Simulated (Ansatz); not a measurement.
`F[CH2][SnH3]` → `[CH]F` + `[SnH4]` at 400 K and 1 bar (formal loss of a carbene).

Program: Ansatz. Geometries: PBE0-D4/def2-TZVP. ΔE: electronic, gas phase. CBS: MP2 limit from def2 TZ/QZ plus the TZ coupled-cluster correction, frozen cores. This one scheme is used for every species. def2 core potentials past Kr. For Sn outer-core shells are correlated without core-valence functions, which leaves a few kJ/mol of doubt a bond.

```csv
species,CCSD(T)/CBS energy (Eh),H − E (kJ/mol),S (J/(mol·K))
`F[CH2][SnH3]`,-354.83026,155.4,344.3
`[CH]F`,-138.29972,46.3,233.5
`[SnH4]`,-216.39156,85.2,244.6
```

H − E and S are ideal-gas, rigid-rotor, harmonic terms from PBE0-D4/def2-TZVP. 1 Eh = 2625.50 kJ/mol, R = 8.31446 J/(mol·K).

Problem. By hand: ΔE, ΔH, ΔS and ΔG.

Solution. ΔE = (-138.29972) + (-216.39156) − (-354.83026) = 0.13898 Eh = 364.9 kJ/mol. Δ(H − E) = 46.3 + 85.2 − 155.4 = -23.9, so ΔH = 341.0 kJ/mol. ΔS = 233.5 + 244.6 − 344.3 = 133.8 J/(mol·K). ΔG = 341.0 − 400 × (133.8)/1000 = 287.5 kJ/mol.

Problem. By hand: the equilibrium constant, and the temperature at which ΔG would vanish if ΔH and ΔS stayed fixed.

Solution. log₁₀ K = −ΔG/(RT ln 10) = -37.5. ΔG = 0 at ΔH/ΔS = 2549 K, far beyond where these terms or the molecules hold.

The number of gas molecules changes by +1, which sets the sign of ΔS. A doubt of 5 kJ/mol in ΔE shifts log₁₀ K by 0.7 here. These are equilibria of isolated gas molecules and say nothing of rates. Largest T1 diagnostic: 0.018 (customary marks: 0.02 for closed shells, 0.045 for open ones).
